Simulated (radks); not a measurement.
Gd+, configuration [Xe] 4f7 5d1 6s1. Calculated with a radial shooting solver on a logarithmic mesh with Libxc functionals: scalar-relativistic Kohn-Sham, exchange-only PBE, spin-polarised, spherical densities, finite nucleus; open shells are filled with parallel spins first (spin-orbit coupling, left out, can overturn this in heavy ions); Fermi nuclear charge, rms radius 5.1569 fm.

Radial electron density D(r) = 4 pi r^2 rho(r):

r (bohr)  D(r) (e/bohr)  spin D(r)
0.00124           5.852   0.000293
0.001444          7.460   0.000373
0.001681          9.468   0.000471
0.001957          11.96   0.000593
0.002278          15.01   0.000740
0.002673          18.93   0.000926
0.003112          23.41    0.00113
0.003623          28.67    0.00137
0.004217          34.75    0.00164
0.00491           41.60    0.00192
0.005715          49.08    0.00221
0.006654          56.96    0.00247
0.007746          64.84    0.00268
0.009018          72.22    0.00278
0.0105            78.49    0.00273
0.01222           83.00    0.00248
0.01423           85.25    0.00198
0.01656           85.04    0.00126
0.01928           82.69   0.000369
0.02245           79.20  -0.000524
0.02613           76.18   -0.00118
0.03067           75.66   -0.00128
0.0357            79.30  -0.000558
0.04156           87.33    0.00101
0.04838           98.12    0.00316
0.05633           108.2    0.00539
0.06557           113.4    0.00748
0.07634           111.0     0.0107
0.08887           101.8     0.0196
0.1035            91.00     0.0446
0.1204            85.15      0.105
0.1402            87.88      0.230
0.1632            95.91      0.466
0.19              100.2      0.873
0.2212            92.85       1.53
0.2575            74.16       2.50
0.2998            53.76       3.79
0.3518            42.33       5.40
0.4096            43.52       6.91
0.4768            48.81       8.02
0.5551            48.91       8.43
0.6462            41.16       8.10
0.7523            29.84       7.20
0.8758            20.41       5.97
1.02              14.89       4.66
1.187             12.04       3.39
1.382             9.849       2.29
1.609             7.388       1.48
1.873             4.900       1.01
2.18              2.928      0.798
2.538             1.688      0.725
2.955             1.025      0.669
3.44             0.6697      0.564
4.037            0.4223      0.400
4.699            0.2425      0.239
5.471            0.1169      0.116
6.369           0.04526     0.0452
7.414           0.01337     0.0134
8.632          0.002849    0.00285
10.05         0.0004190   0.000419

D(r) has 4 maxima, at r = 0.0152, 0.0677, 0.189, 0.517 bohr, and minima at 0.0290, 0.123, 0.372 bohr, inside which lie 1.94, 11.11, 29.37 electrons.
